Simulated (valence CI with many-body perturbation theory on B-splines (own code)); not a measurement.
## Energy levels of Kr XXIII

Computed by valence CI with perturbative core correlation (CI+MBPT): four valence electrons over a frozen Dirac-Fock core [Ne], a basis of 11 s, 11 p, 9 d, 7 f, 5 g, 2 h, 1 i functions for each j, with the one-electron correlation potential Σ1 (screened to all orders), the two-electron term Σ2, the three-electron term Σ3, Breit, model QED; selected single and double excitations, second order for the rest (own B-spline code, finite nucleus).

No measured spectrum was set against this ion. As an estimate, levels of excited configurations hold to 0.05 to 0.15 % of their energy, terms of the ground configuration to about 0.5 %.

Levels 46 to 71 of 71, with energies above the lowest level, 3s²3p² ³P_0. "Leading %" is the weight of the configuration and term that name the level; weights of strongly mixed levels are sums over their largest components and can fall short. In the jj column 3d3/2^4 stands for four electrons in 3d with j = 3/2. Lifetimes count E1, E2, E3, M1 and M2 decay at the calculated energies, and are blank where another channel may lead or the interval is too uncertain; long ones can be off by a factor of two.

| No. | Configuration | Term | J | E (eV) | Leading % | Lifetime | g | Leading jj |
| --- | --- | --- | --- | --- | --- | --- | --- | --- |
| 46 | 3s3p²3d | ⁵P | 1 | 164.93 | 89 | 9.28 ps | 2.405 | 3s 3p1/2 3p3/2 3d3/2 (57 %) |
| 47 | 3s3p²3d | ³P | 2 | 165.26 | 46 | 10.5 ps | 1.422 | 3s 3p1/2 3p3/2 3d5/2 (38 %) |
| 48 | 3s3p²3d | ³F | 4 | 166.03 | 57 | 716 ps | 1.306 | 3s 3p3/2^2 3d5/2 (73 %) |
| 49 | 3p⁴ | ¹S | 0 | 168.48 | 41 | 44.4 ps |  | 3s 3p3/2^2 3d5/2 (52 %) |
| 50 | 3s3p²3d | ³P | 1 | 170.02 | 29 | 10.1 ps | 1.171 | 3s 3p1/2 3p3/2 3d5/2 (29 %) |
| 51 | 3s3p²3d | ³G | 3 | 171.73 | 76 | 33.2 ps | 0.814 | 3s 3p1/2 3p3/2 3d3/2 (86 %) |
| 52 | 3s3p²3d | ³F | 2 | 171.89 | 43 | 16.4 ps | 0.977 | 3s 3p1/2^2 3d3/2 (22 %) |
| 53 | 3s3p²3d | ³G | 4 | 174.10 | 85 | 42.6 ps | 1.073 | 3s 3p1/2 3p3/2 3d5/2 (43 %) |
| 54 | 3s3p²3d | ³D | 3 | 175.03 | 64 | 15.6 ps | 1.228 | 3s 3p1/2 3p3/2 3d5/2 (57 %) |
| 55 | 3s3p²3d | ³D | 1 | 175.76 | 58 | 16.3 ps | 0.888 | 3s 3p3/2^2 3d3/2 (39 %) |
| 56 | 3s3p²3d | ¹G | 4 | 176.12 | 63 | 60.8 ps | 1.058 | 3s 3p1/2 3p3/2 3d5/2 (62 %) |
| 57 | 3s3p²3d | ³P | 0 | 176.29 | 39 | 11.5 ps |  | 3s 3p3/2^2 3d3/2 (32 %) |
| 58 | 3s3p²3d | ¹F | 3 | 177.17 | 37 | 15.1 ps | 1.049 | 3s 3p1/2 3p3/2 3d5/2 (57 %) |
| 59 | 3s3p²3d | ³G | 5 | 177.19 | 91 | 63.8 ps | 1.214 | 3s 3p3/2^2 3d5/2 (60 %) |
| 60 | 3s3p²3d | ³D | 2 | 178.04 | 56 | 10.3 ps | 1.069 | 3s 3p3/2^2 3d3/2 (50 %) |
| 61 | 3s3p²3d | ³D | 1 | 179.59 | 67 | 10.0 ps | 0.680 | 3s 3p1/2 3p3/2 3d3/2 (76 %) |
| 62 | 3s3p²3d | ³D | 1 | 180.19 | 75 | 11.0 ps | 0.654 | 3s 3p1/2 3p3/2 3d5/2 (50 %) |
| 63 | 3s3p²3d | ³D | 3 | 180.42 | 47 | 9.58 ps | 1.225 | 3s 3p1/2 3p3/2 3d5/2 (35 %) |
| 64 | 3s3p²3d | ³P | 0 | 181.20 | 76 | 10.8 ps |  | 3s 3p1/2 3p3/2 3d5/2 (48 %) |
| 65 | 3s3p²3d | ³D | 2 | 181.57 | 65 | 12.6 ps | 1.082 | 3s 3p1/2 3p3/2 3d5/2 (44 %) |
| 66 | 3s3p²3d | ³P | 1 | 182.72 | 56 | 11.9 ps | 1.487 | 3s 3p1/2 3p3/2 3d5/2 (66 %) |
| 67 | 3s3p²3d | ³P | 2 | 184.68 | 32 | 11.1 ps | 1.275 | 3s 3p1/2 3p3/2 3d5/2 (33 %) |
| 68 | 3s3p²3d | ³F | 4 | 185.46 | 72 | 9.67 ps | 1.206 | 3s 3p3/2^2 3d3/2 (56 %) |
| 69 | 3s3p²3d | ³F | 2 | 185.61 | 48 | 7.97 ps | 0.961 | 3s 3p1/2 3p3/2 3d3/2 (47 %) |
| 70 | 3s3p²3d | ³F | 3 | 186.12 | 48 | 9.03 ps | 1.170 | 3s 3p1/2 3p3/2 3d5/2 (33 %) |
| 71 | 3s3p²3d | ³D | 1 | 186.72 | 32 | 9.28 ps | 1.191 | 3s 3p3/2^2 3d3/2 (42 %) |

Names give the largest LS component (configuration and term), which can be under half, so a name can repeat, a term be missing and a line seem to break the LS rules; names also repeat where a configuration has a term twice.

Where two levels of one J and parity lie close, their mixing, g and order are uncertain.
